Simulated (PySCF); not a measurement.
# SrC: energy against distance

Set-up: PySCF, scalar-relativistic core potentials, basis sets Sr def2-SVPD with ECP28, C def2-SVPD. Energies in eV from Sr + C in their ground configurations at the same level. State: Ms = 1 determinant of mixed spin (⟨S²⟩ near 2.9), unpaired electrons π ↑↑.

All columns are PBE0. A positive dipole means Sr(−)C(+).

```json
{"R (Å)": "2.120", "E (eV)": "-1.801", "μ (D)": "-2.24", "Mulliken charge on Sr (basis-dependent)": "0.29", "HOMO (eV)": "-3.78", "LUMO (eV)": "-1.90", "Mayer bond order": "1.23", "⟨S²⟩": "2.93"}
{"R (Å)": "2.219", "E (eV)": "-2.138", "μ (D)": "-2.67", "Mulliken charge on Sr (basis-dependent)": "0.35", "HOMO (eV)": "-3.87", "LUMO (eV)": "-1.95", "Mayer bond order": "1.16", "⟨S²⟩": "2.92"}
{"R (Å)": "2.317", "E (eV)": "-2.327", "μ (D)": "-3.11", "Mulliken charge on Sr (basis-dependent)": "0.40", "HOMO (eV)": "-3.97", "LUMO (eV)": "-2.01", "Mayer bond order": "1.10", "⟨S²⟩": "2.91"}
{"R (Å)": "2.391", "E (eV)": "-2.394", "μ (D)": "-3.44", "Mulliken charge on Sr (basis-dependent)": "0.42", "HOMO (eV)": "-4.04", "LUMO (eV)": "-2.06", "Mayer bond order": "1.06", "⟨S²⟩": "2.90"}
{"R (Å)": "2.465", "E (eV)": "-2.412", "μ (D)": "-3.78", "Mulliken charge on Sr (basis-dependent)": "0.44", "HOMO (eV)": "-4.11", "LUMO (eV)": "-2.11", "Mayer bond order": "1.02", "⟨S²⟩": "2.89"}
{"R (Å)": "2.539", "E (eV)": "-2.392", "μ (D)": "-4.10", "Mulliken charge on Sr (basis-dependent)": "0.46", "HOMO (eV)": "-4.18", "LUMO (eV)": "-2.16", "Mayer bond order": "0.99", "⟨S²⟩": "2.88"}
{"R (Å)": "2.638", "E (eV)": "-2.321", "μ (D)": "-4.53", "Mulliken charge on Sr (basis-dependent)": "0.47", "HOMO (eV)": "-4.26", "LUMO (eV)": "-2.23", "Mayer bond order": "0.95", "⟨S²⟩": "2.87"}
{"R (Å)": "2.761", "E (eV)": "-2.185", "μ (D)": "-5.04", "Mulliken charge on Sr (basis-dependent)": "0.48", "HOMO (eV)": "-4.36", "LUMO (eV)": "-2.32", "Mayer bond order": "0.92", "⟨S²⟩": "2.86"}
{"R (Å)": "2.909", "E (eV)": "-1.980", "μ (D)": "-5.61", "Mulliken charge on Sr (basis-dependent)": "0.48", "HOMO (eV)": "-4.48", "LUMO (eV)": "-2.42", "Mayer bond order": "0.88", "⟨S²⟩": "2.84"}
{"R (Å)": "3.106", "E (eV)": "-1.683", "μ (D)": "-6.23", "Mulliken charge on Sr (basis-dependent)": "0.48", "HOMO (eV)": "-4.60", "LUMO (eV)": "-2.54", "Mayer bond order": "0.85", "⟨S²⟩": "2.79"}
```

A fit through these points gives, at Re = 2.460 Å, μ = -3.75 D and dμ/dR = -4.46 D/Å; the reduced mass is 10.56 u.

Problem. How strong is the fundamental in the double-harmonic approximation, I = 42.26·(dμ/dR)²/μred km/mol?

Solution. I = 42.26·(-4.46)²/10.56 = 79.6 km/mol at PBE0.

Spin–orbit coupling is left out. The state is the lowest determinant that a PBE0 search found; another state may lie lower at other levels.
